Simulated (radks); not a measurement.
All-electron atom: the terbium ion Tb5+ in [Kr] 4d10 4f7 5s2 5p5.

All-electron calculation, scalar-relativistic Kohn-Sham, BLYP, spin-polarised, spherical densities, finite nucleus; open shells are filled with parallel spins first (spin-orbit coupling, left out, can overturn this in heavy ions); Fermi nuclear charge, rms radius 5.06 fm. Program: a radial shooting solver on a logarithmic mesh with Libxc functionals.

Energy parts (hartree):
| part | energy |
|---|---|
| total | -11703.3194 |
| kinetic | 12595.4513 |
| electron-nucleus | -28446.2023 |
| Hartree | 4402.1278 |
| exchange-correlation | -254.6962 |

Orbitals (lengths in bohr, moments of r in powers of bohr; r(90%) holds 90 % of the orbital's charge):
| orbital | occ. | eigenvalue (hartree) | r(90%) |
|---|---|---|---|
| 1s up | 1 | -1908.302 | 0.0389 |
| 1s down | 1 | -1908.298 | 0.0389 |
| 2s up | 1 | -318.5113 | 0.142 |
| 2s down | 1 | -318.5072 | 0.142 |
| 2p up | 3 | -283.3512 | 0.132 |
| 2p down | 3 | -283.3468 | 0.132 |
| 3s up | 1 | -72.74225 | 0.351 |
| 3s down | 1 | -72.63047 | 0.351 |
| 3p up | 3 | -61.89745 | 0.356 |
| 3p down | 3 | -61.78587 | 0.356 |
| 3d up | 5 | -47.74116 | 0.337 |
| 3d down | 5 | -47.65488 | 0.337 |
| 4s up | 1 | -16.57536 | 0.775 |
| 4s down | 1 | -16.32276 | 0.776 |
| 4p up | 3 | -12.99111 | 0.830 |
| 4p down | 3 | -12.74227 | 0.831 |
| 4d up | 5 | -8.06687 | 0.926 |
| 4d down | 5 | -7.82263 | 0.929 |
| 5s up | 1 | -4.04530 | 1.78 |
| 5s down | 1 | -3.89838 | 1.80 |
| 5p up | 3 | -3.09573 | 2.02 |
| 5p down | 2 | -2.97468 | 2.06 |
| 4f up | 7 | -2.68358 | 1.26 |
| 4f down | 0 | -2.45417 | 1.31 |

The highest occupied level is 4f up at -73.024 eV. The electron density at the nucleus is 7.207e+05 e/bohr^3 (large components only). Spin moment in Bohr magnetons: 8. For comparison, the ionisation energy in NIST's Atomic Spectra Database is 90 eV (theoretical). In exact Kohn-Sham theory the highest level is minus the ionisation energy, but local and semilocal functionals leave it too shallow, through self-interaction and a potential that decays too fast; potentials with the right tail come closer. Summed over all electrons, <r^2> = 28.34 bohr^2, which gives a Langevin (diamagnetic) susceptibility term of -22.4 x 10^-6 cm^3/mol.
